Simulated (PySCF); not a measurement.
**Atomic charges against the basis set**

Species: C2H8B2S.
Structure used (PBE0-D3(BJ)/def2-SVP), in Å, numbered top down from 1:
```
atom  x, y, z in Å
B1    -0.6836    1.0870   -0.5913
B2    -0.5100   -0.3928    0.1711
C3    -1.6495   -1.4787    0.2901
S4     1.0505   -0.7943    0.9417
C5     2.1217    0.6463    0.6502
H6    -1.0843    2.0699   -0.0033
H7    -0.3960    1.2504   -1.7585
H8    -2.4940   -1.0569    0.8623
H9    -2.0559   -1.7295   -0.7040
H10   -1.3348   -2.4118    0.7817
H11    1.7006    1.5509    1.1109
H12    2.2756    0.8110   -0.4253
H13    3.0940    0.4367    1.1154
```

PBE0 throughout (PySCF), one geometry, spherical d and f functions. Isolated species at its PBE0-D3(BJ)/def2-SVP geometry (one conformer only). Atoms taken as equivalent share a column and are averaged. The first 7 of 8 kinds of atom are listed.

Mulliken charges (e):

```tsv
basis	functions	B1	B2	C3	S4	C5	H6/H7	H8/H9/H10
STO-3G	37	+0.061	+0.038	-0.327	+0.139	-0.317	-0.048	+0.076
6-31G	65	+0.052	+0.090	-0.707	+0.170	-0.757	-0.020	+0.182
pcSseg-0	65	-0.011	+0.279	-1.010	-0.044	-0.923	+0.053	+0.248
6-31G*	90	-0.050	+0.173	-0.710	+0.048	-0.705	+0.007	+0.191
cc-pVDZ	114	-0.024	-0.004	-0.161	-0.054	-0.212	+0.005	+0.057
def2-SVP	114	-0.035	+0.003	-0.172	-0.096	-0.196	+0.004	+0.065
6-311+G(2d,p)	191	+0.033	+0.114	-0.672	+0.062	-0.608	+0.017	+0.162
aug-cc-pVDZ	191	-1.691	+0.885	+0.492	-0.056	+0.168	+0.738	-0.271
def2-TZVP	209	-0.150	+0.086	-0.434	-0.079	-0.371	+0.035	+0.140
IGLO-III	264	-0.026	+0.186	-0.517	+0.092	-0.509	-0.032	+0.122
cc-pVTZ	266	-0.169	+0.078	-0.359	-0.029	-0.304	+0.047	+0.108
```

IAO charges (e):

```tsv
basis	functions	B1	B2	C3	S4	C5	H6/H7	H8/H9/H10
STO-3G	37	-0.025	-0.061	-0.505	+0.238	-0.486	+0.006	+0.137
6-31G	65	-0.079	-0.016	-0.557	+0.118	-0.522	+0.031	+0.162
pcSseg-0	65	-0.086	-0.026	-0.547	+0.120	-0.518	+0.034	+0.161
6-31G*	90	-0.062	-0.021	-0.539	+0.139	-0.507	+0.023	+0.155
cc-pVDZ	114	-0.079	-0.021	-0.539	+0.144	-0.504	+0.029	+0.154
def2-SVP	114	-0.070	-0.029	-0.529	+0.151	-0.496	+0.025	+0.151
6-311+G(2d,p)	191	-0.077	-0.023	-0.555	+0.149	-0.519	+0.029	+0.159
aug-cc-pVDZ	191	-0.079	-0.017	-0.552	+0.138	-0.511	+0.029	+0.158
def2-TZVP	209	-0.077	-0.024	-0.555	+0.153	-0.522	+0.029	+0.159
IGLO-III	264	-0.078	-0.025	-0.556	+0.155	-0.523	+0.029	+0.160
cc-pVTZ	266	-0.079	-0.021	-0.556	+0.147	-0.520	+0.029	+0.160
```

Hirshfeld charges (e):

```json
{"basis": "STO-3G", "functions": "37", "B1": "+0.100", "B2": "+0.038", "C3": "-0.107", "S4": "+0.039", "C5": "-0.040", "H6/H7": "-0.071", "H8/H9/H10": "+0.015"}
{"basis": "6-31G", "functions": "65", "B1": "+0.082", "B2": "+0.053", "C3": "-0.166", "S4": "-0.044", "C5": "-0.096", "H6/H7": "-0.054", "H8/H9/H10": "+0.043"}
{"basis": "pcSseg-0", "functions": "65", "B1": "+0.082", "B2": "+0.050", "C3": "-0.177", "S4": "-0.004", "C5": "-0.100", "H6/H7": "-0.056", "H8/H9/H10": "+0.041"}
{"basis": "6-31G*", "functions": "90", "B1": "+0.087", "B2": "+0.055", "C3": "-0.165", "S4": "-0.052", "C5": "-0.094", "H6/H7": "-0.055", "H8/H9/H10": "+0.042"}
{"basis": "cc-pVDZ", "functions": "114", "B1": "+0.081", "B2": "+0.049", "C3": "-0.181", "S4": "-0.009", "C5": "-0.107", "H6/H7": "-0.056", "H8/H9/H10": "+0.044"}
{"basis": "def2-SVP", "functions": "114", "B1": "+0.079", "B2": "+0.047", "C3": "-0.188", "S4": "+0.004", "C5": "-0.111", "H6/H7": "-0.056", "H8/H9/H10": "+0.044"}
{"basis": "6-311+G(2d,p)", "functions": "191", "B1": "+0.088", "B2": "+0.050", "C3": "-0.190", "S4": "-0.004", "C5": "-0.118", "H6/H7": "-0.055", "H8/H9/H10": "+0.044"}
{"basis": "aug-cc-pVDZ", "functions": "191", "B1": "+0.083", "B2": "+0.056", "C3": "-0.199", "S4": "+0.001", "C5": "-0.126", "H6/H7": "-0.053", "H8/H9/H10": "+0.045"}
{"basis": "def2-TZVP", "functions": "209", "B1": "+0.084", "B2": "+0.053", "C3": "-0.193", "S4": "-0.005", "C5": "-0.120", "H6/H7": "-0.055", "H8/H9/H10": "+0.045"}
{"basis": "IGLO-III", "functions": "264", "B1": "+0.081", "B2": "+0.053", "C3": "-0.200", "S4": "+0.012", "C5": "-0.126", "H6/H7": "-0.054", "H8/H9/H10": "+0.045"}
{"basis": "cc-pVTZ", "functions": "266", "B1": "+0.083", "B2": "+0.054", "C3": "-0.193", "S4": "-0.007", "C5": "-0.120", "H6/H7": "-0.055", "H8/H9/H10": "+0.045"}
```

Some averages cover members that differ in this geometry, most widely: H8/H9/H10, Mulliken in aug-cc-pVDZ -0.382 to -0.199 e.

Problem. Which scheme is steadiest as the basis changes?

Solution. Largest range over the bases for any column: Hirshfeld 0.09 e, IAO 0.12 e, Mulliken 1.75 e. Hirshfeld charges move least and Mulliken charges most, counted in e. Without the minimal STO-3G basis the ranges are Hirshfeld 0.06, IAO 0.04, Mulliken 1.74 e.

Problem. How much do the charges still move between the two largest bases, IGLO-III and cc-pVTZ?

Solution. At most, over all atoms: Mulliken 0.205 e, IAO 0.008 e, Hirshfeld 0.019 e.

Problem. What do the same runs give for the total energy, the frontier levels and the dipole moment?

Solution. 
```tsv
basis	energy (Eh)	HOMO (eV)	LUMO (eV)	μ (D)
STO-3G	-522.6685	-4.78	1.65	0.84
6-31G	-528.5233	-7.38	-1.54	1.12
pcSseg-0	-527.8439	-7.69	-1.92	1.24
6-31G*	-528.5746	-7.31	-1.46	0.92
cc-pVDZ	-528.6041	-7.34	-1.65	0.79
def2-SVP	-528.3785	-7.36	-1.66	0.85
6-311+G(2d,p)	-528.6448	-7.42	-1.80	0.88
aug-cc-pVDZ	-528.6131	-7.43	-1.80	0.88
def2-TZVP	-528.6550	-7.42	-1.77	0.85
IGLO-III	-528.6593	-7.41	-1.79	0.86
cc-pVTZ	-528.6587	-7.42	-1.76	0.83
```

The dipole is fixed by the density alone, so its range of 0.45 D shows that the density itself changes with the basis, not only its division among atoms.
